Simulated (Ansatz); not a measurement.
fac-CrCl3(PH3)3 (CrP3H9Cl3). Total charge 0; quartet. Geometry PBE-D4/def2-SVP.

| atom | x (Å) | y (Å) | z (Å) |
| --- | --- | --- | --- |
| Cr1 | 0.2889 | -0.4294 | 0.7863 |
| Cl2 | 2.2279 | 0.3958 | 1.6960 |
| P3 | -1.7133 | -1.1026 | -0.3640 |
| H4 | -1.6775 | -1.6126 | -1.7056 |
| H5 | -2.8295 | -0.2135 | -0.5218 |
| H6 | -2.3704 | -2.1879 | 0.2793 |
| Cl7 | -1.1864 | -0.3509 | 2.5428 |
| P8 | 1.6477 | -0.3678 | -1.1973 |
| H9 | 2.8898 | -1.0399 | -1.0269 |
| H10 | 2.1249 | 0.8697 | -1.7471 |
| H11 | 1.2192 | -0.9757 | -2.4253 |
| Cl12 | 0.7262 | -2.6723 | 0.5725 |
| P13 | -0.2353 | 1.9177 | 0.7424 |
| H14 | -0.0560 | 2.5384 | 2.0098 |
| H15 | -1.5556 | 2.3906 | 0.4350 |
| H16 | 0.4992 | 2.8406 | -0.0761 |

B3LYP takes the VWN-RPA correlation. HSE06 is defined as in plane-wave codes, on full-range PBE exchange.

**Question.** Estimate the α-spin orbital energies around the gap (eV) in Ansatz with HF/STO-3G, B3LYP-D4/def2-TZVP, PBE0-D4/def2-SVP, PBE0-D4/def2-TZVP, HSE06-D4/def2-TZVP.

**Answer.** 
| orbital | HF/STO-3G | B3LYP-D4/def2-TZVP | PBE0-D4/def2-SVP | PBE0-D4/def2-TZVP | HSE06-D4/def2-TZVP |
| --- | --- | --- | --- | --- | --- |
| HOMO−13 | -13.23 | -9.90 | -10.08 | -10.18 | -9.77 |
| HOMO−12 | -13.23 | -9.90 | -10.08 | -10.18 | -9.77 |
| HOMO−11 | -13.04 | -9.36 | -9.63 | -9.77 | -9.36 |
| HOMO−10 | -11.92 | -9.36 | -9.63 | -9.77 | -9.36 |
| HOMO−9 | -11.92 | -9.09 | -9.32 | -9.47 | -9.06 |
| HOMO−8 | -9.68 | -9.09 | -9.11 | -9.39 | -8.99 |
| HOMO−7 | -8.92 | -9.05 | -9.11 | -9.39 | -8.99 |
| HOMO−6 | -8.92 | -8.77 | -8.77 | -9.06 | -8.67 |
| HOMO−5 | -8.02 | -7.76 | -7.66 | -8.01 | -7.62 |
| HOMO−4 | -8.01 | -7.45 | -7.38 | -7.70 | -7.30 |
| HOMO−3 | -7.97 | -7.45 | -7.38 | -7.70 | -7.30 |
| HOMO−2 | -7.64 | -7.06 | -7.10 | -7.37 | -6.97 |
| HOMO−1 | -7.64 | -7.06 | -7.10 | -7.37 | -6.97 |
| HOMO | -7.51 | -6.83 | -6.86 | -7.11 | -6.71 |
| LUMO | 7.93 | -2.34 | -2.02 | -2.13 | -2.51 |
| LUMO+1 | 7.93 | -2.34 | -2.02 | -2.13 | -2.51 |
| LUMO+2 | 10.06 | -0.99 | -0.14 | -0.78 | -1.16 |
| LUMO+3 | 10.17 | -0.27 | 0.08 | -0.01 | -0.38 |
| LUMO+4 | 10.17 | -0.05 | 0.46 | 0.15 | -0.22 |
| LUMO+5 | 10.87 | -0.05 | 0.46 | 0.15 | -0.22 |
| β HOMO | -7.69 | -7.28 | -7.16 | -7.50 | -7.11 |
| β LUMO | 9.75 | -2.29 | -1.59 | -1.92 | -2.29 |
